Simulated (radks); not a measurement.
The technetium ion Tc20+, configuration [Ar] 3d5.

All-electron calculation, scalar-relativistic Kohn-Sham, SCAN, spin-polarised, spherical densities, finite nucleus; open shells are filled with parallel spins first (spin-orbit coupling, left out, can overturn this in heavy ions); meta-GGA in the generalised Kohn-Sham scheme; Fermi nuclear charge, rms radius 4.4112 fm. Program: a radial shooting solver on a logarithmic mesh with Libxc functionals.

Energy parts (eV):
part                       energy
total                 -110858.319
kinetic                114670.182
electron-nucleus      -250916.047
Hartree                 28292.976
exchange-correlation    -2905.430

Orbitals (lengths in bohr, moments of r in powers of bohr; <r^-3> diverges for s and p1/2):
[
 {"orbital": "1s up", "occ.": "1", "eigenvalue (eV)": "-21615.32", "<r^-3>": "-", "<r>": "0.03429"},
 {"orbital": "1s down", "occ.": "1", "eigenvalue (eV)": "-21615.05", "<r^-3>": "-", "<r>": "0.03429"},
 {"orbital": "2s up", "occ.": "1", "eigenvalue (eV)": "-3695.908", "<r^-3>": "-", "<r>": "0.1490"},
 {"orbital": "2s down", "occ.": "1", "eigenvalue (eV)": "-3681.161", "<r^-3>": "-", "<r>": "0.1486"},
 {"orbital": "2p up", "occ.": "3", "eigenvalue (eV)": "-3379.743", "<r^-3>": "2780", "<r>": "0.1300"},
 {"orbital": "2p down", "occ.": "3", "eigenvalue (eV)": "-3368.641", "<r^-3>": "2797", "<r>": "0.1295"},
 {"orbital": "3s up", "occ.": "1", "eigenvalue (eV)": "-1141.773", "<r^-3>": "-", "<r>": "0.3909"},
 {"orbital": "3s down", "occ.": "1", "eigenvalue (eV)": "-1123.904", "<r^-3>": "-", "<r>": "0.3935"},
 {"orbital": "3p up", "occ.": "3", "eigenvalue (eV)": "-1036.971", "<r^-3>": "555.3", "<r>": "0.3856"},
 {"orbital": "3p down", "occ.": "3", "eigenvalue (eV)": "-1018.406", "<r^-3>": "540.6", "<r>": "0.3887"},
 {"orbital": "3d up", "occ.": "5", "eigenvalue (eV)": "-879.5929", "<r^-3>": "78.34", "<r>": "0.3534"}
]

The highest occupied level is 3d up at -879.59 eV. Spin moment in Bohr magnetons: 5. The density falls to 0.001 e/bohr^3 at r = 1.16 bohr. For comparison, the ionisation energy in NIST's Atomic Spectra Database is 904 eV (theoretical). In exact Kohn-Sham theory the highest level is minus the ionisation energy, but local and semilocal functionals leave it too shallow, through self-interaction and a potential that decays too fast; potentials with the right tail come closer. Summed over all electrons, <r^2> = 2.298 bohr^2, which gives a Langevin (diamagnetic) susceptibility term of -1.82 x 10^-6 cm^3/mol. The electron density at the nucleus is 1.022e+05 e/bohr^3 (large components only).

Empty levels of this run are not shown, since the potential may be unsettled where no density lies.
